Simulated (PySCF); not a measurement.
C2H9BN2O, SMILES OB(NCC)N. Atoms are numbered in the order given.

```xyz
15

C     -2.1606    -0.8485    -0.3961
C     -1.3066     0.3352    -0.8354
N     -0.3414     0.7654     0.1439
B      0.9477     0.1779     0.3396
N      1.4281    -0.8647    -0.4925
O      1.7911     0.6093     1.3457
H     -1.5250    -1.7148    -0.1557
H     -2.7381    -0.6014     0.5089
H     -2.8734    -1.1477    -1.1813
H     -0.7695     0.0788    -1.7651
H     -1.9613     1.1814    -1.1084
H     -0.7232     1.3584     0.8694
H      2.3684    -1.2154    -0.3879
H      0.8940    -1.3098    -1.2213
H      1.4562     1.3806     1.8071
```

Coordinates come from a PBE0-D3(BJ)/def2-SVP optimisation. The structure was generated by enumeration, and PubChem lists no compound with its InChIKey, so it may never have been made. The values are those of a single conformer.

Level of theory: B3LYP/pcSseg-1 in PySCF.

GIAO shieldings, no solvent; atoms listed in one row are averaged. δ = σ(ref) − σ: ¹³C against TMS (σ = 181.3 ppm); ¹⁵N against NH3 (σ = 265.5 ppm); ¹¹B against BF3 (σ = 86.3 ppm); ¹⁷O against H2O (σ = 333.8 ppm); ¹H against TMS (σ = 31.68 ppm), references at their B3LYP-D3(BJ)/def2-TZVP geometries, non-relativistic.

Computed chemical shifts:
```json
[
 {"nucleus": "¹³C", "atoms": "C2", "count": "1", "δ (ppm)": "42.3"},
 {"nucleus": "¹³C", "atoms": "C1", "count": "1", "δ (ppm)": "23.7"},
 {"nucleus": "¹⁵N", "atoms": "N3", "count": "1", "δ (ppm)": "74.2"},
 {"nucleus": "¹⁵N", "atoms": "N5", "count": "1", "δ (ppm)": "46.4"},
 {"nucleus": "¹¹B", "atoms": "B4", "count": "1", "δ (ppm)": "10.6"},
 {"nucleus": "¹⁷O", "atoms": "O6", "count": "1", "δ (ppm)": "77.7"},
 {"nucleus": "¹H", "atoms": "H10, H11", "count": "2", "δ (ppm)": "2.95"},
 {"nucleus": "¹H", "atoms": "H13", "count": "1", "δ (ppm)": "1.90"},
 {"nucleus": "¹H", "atoms": "H15", "count": "1", "δ (ppm)": "1.87"},
 {"nucleus": "¹H", "atoms": "H14", "count": "1", "δ (ppm)": "1.60"},
 {"nucleus": "¹H", "atoms": "H12", "count": "1", "δ (ppm)": "1.30"},
 {"nucleus": "¹H", "atoms": "H7, H8, H9", "count": "3", "δ (ppm)": "1.28"}
]
```
